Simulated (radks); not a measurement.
Ce, configuration [Xe] 4f1 5d2 6s1 (not the ground configuration).

Calculated with a radial shooting solver on a logarithmic mesh with Libxc functionals: scalar-relativistic Kohn-Sham, SCAN, spin-polarised, spherical densities, finite nucleus; open shells are filled with parallel spins first (spin-orbit coupling, left out, can overturn this in heavy ions); meta-GGA in the generalised Kohn-Sham scheme; Fermi nuclear charge, rms radius 4.8771 fm.

Energy parts (hartree):
total: -8861.6313
kinetic: 9392.1761
electron-nucleus: -21466.9893
Hartree: 3423.6204
exchange-correlation: -210.4387

Orbitals (lengths in bohr, moments of r in powers of bohr):
orbital,occ.,eigenvalue (hartree),<1/r>,<r>
1s up,1,-1482.119,63.34,0.02457
1s down,1,-1482.118,63.34,0.02457
2s up,1,-237.9862,14.62,0.1052
2s down,1,-237.9843,14.62,0.1052
2p up,3,-212.9881,13.83,0.09237
2p down,3,-212.9866,13.83,0.09237
3s up,1,-51.50743,5.316,0.2781
3s down,1,-51.49543,5.317,0.2780
3p up,3,-43.49454,5.025,0.2764
3p down,3,-43.48202,5.026,0.2763
3d up,5,-32.13750,4.758,0.2537
3d down,5,-32.12638,4.759,0.2536
4s up,1,-10.49748,2.206,0.6374
4s down,1,-10.46127,2.206,0.6374
4p up,3,-7.86664,2.036,0.6748
4p down,3,-7.82938,2.036,0.6747
4d up,5,-4.07535,1.776,0.7450
4d down,5,-4.03496,1.777,0.7447
5s up,1,-1.47325,0.8658,1.527
5s down,1,-1.44371,0.8638,1.528
5p up,3,-0.82646,0.7325,1.788
5p down,3,-0.78785,0.7410,1.762
6s up,1,-0.14348,0.2941,4.297
4f up,1,-0.13118,1.191,1.138
5d up,2,-0.09368,0.4237,3.126

The highest occupied level is 5d up at -2.549 eV. Spin moment in Bohr magnetons: 4. The spin density at the nucleus is 18.19 e/bohr^3 (1s 0.07, 2s -0.16, 3s -1.64, 4s 0.30, 5s 1.17, 6s 18.45). The density falls to 0.001 e/bohr^3 at r = 5.18 bohr.

Empty levels of this run are not shown, since the potential may be unsettled where no density lies.
